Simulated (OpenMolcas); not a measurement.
**Levels of S+ by method**

```yaml
Program: OpenMolcas 26.06
Basis: ANO-L-VTZP [5s4p2d1f]
Scalar_Hamiltonian: non-relativistic, point nucleus
Active_space: 3 electrons in 3 orbitals (3p)
State_averaging: 2S+1 = 4 odd, 1 root; 2S+1 = 2 odd, 8 roots
Spin-orbit_coupling: state interaction with AMFI integrals over the reference wave functions, term energies averaged over their components
```

Methods on the same reference wave functions:
A. CASSCF
B. SS-CASPT2, IPEA 0.25 Eh, imaginary shift 0.1 Eh (closed shells correlated: 2s 2p 3s)

Energies in cm⁻¹ above 3s² 3p³ ⁴S°_3/2, the measured ground level; measured values from NIST Handbook of Basic Atomic Spectroscopic Data.

```json
{"Level": "3s² 3p³ ⁴S°_3/2", "A": "0.0", "B": "0.0", "Measured": "0.0"}
{"Level": "3s² 3p³ ²D°_3/2", "A": "19214", "B": "15690", "Measured": "14853"}
{"Level": "3s² 3p³ ²D°_5/2", "A": "19232", "B": "15710", "Measured": "14885"}
{"Level": "3s² 3p³ ²P°_1/2", "A": "31904", "B": "26540", "Measured": "24525"}
{"Level": "3s² 3p³ ²P°_3/2", "A": "31928", "B": "26560", "Measured": "24572"}
```

Deviations, from unrounded energies. A percentage is the sum of absolute deviations over the sum of measured energies, with the sign that they share, or ± where signs differ.

```json
{"Against measurement": "mean absolute deviation (cm-1)", "Levels": "4", "A": "5900", "B": "1400"}
{"Against measurement": "other terms of the ground configuration (%)", "Levels": "4", "A": "+29.7", "B": "+7.2"}
```

B lies closest to measurement on these levels. The largest miss of B in the table is 3s² 3p³ ²P°_1/2, by +2000 cm-1. The ranking rests on the paired levels alone, and a cruder setting can come out closer through cancelling errors.

From A to B the spin-free energies of the other terms of 3s² 3p³ shown, above ⁴S°, scale by factors of 0.82 to 0.83.

The lowest spin-free term lies below A's lowest term by 0.104 hartree in B.

Term energies are means over components that CASPT2 splits; among the terms shown or strongly mixed into the levels shown the widest spread is 140 cm-1 (3s² 3p³ ²D°, B). With the s shell closed, the reference lacks s² → p² mixing. Without dynamic correlation excited terms often stand tens of per cent too high (terms of higher spin than the ground term too low), and those without a measured partner can miss by more than the paired ones (holds for A). Measured partners are found by configuration, term and J. A level has none where our copy of the source lacks it or the pairing is in doubt (some pairs that miss far off the trend of their configuration count as doubtful), and it then counts in no deviation. Levels of configurations outside the active space are missing.

° marks odd parity.
